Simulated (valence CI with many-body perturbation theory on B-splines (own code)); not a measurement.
## Which ion has this spectrum?

A relativistic CI+MBPT calculation for an atom or ion with 6 electrons gives these levels (eV):

| J | Parity | E | g |
| --- | --- | --- | --- |
| 0 | even | 0.00 |  |
| 1 | even | 64.05 | 1.49 |
| 2 | even | 74.98 | 1.22 |
| 2 | even | 146.80 | 1.26 |
| 2 | odd | 170.52 | 1.79 |
| 0 | even | 172.36 |  |
| 1 | odd | 215.93 | 0.93 |
| 2 | odd | 240.42 | 1.40 |
| 3 | odd | 259.52 | 1.32 |
| 0 | odd | 282.18 |  |
| 1 | odd | 288.97 | 1.27 |
| 2 | odd | 297.64 | 1.17 |
| 1 | odd | 306.82 | 1.52 |
| 2 | odd | 354.59 | 1.27 |

The energies are calculated, and their last digits are not significant.

Question: Which is it?
A. Sr32+
B. Y33+
C. Kr30+
D. Zr34+

Answer: A. Sr32+, ground level (2s^2 2p1/2^2) J=0.
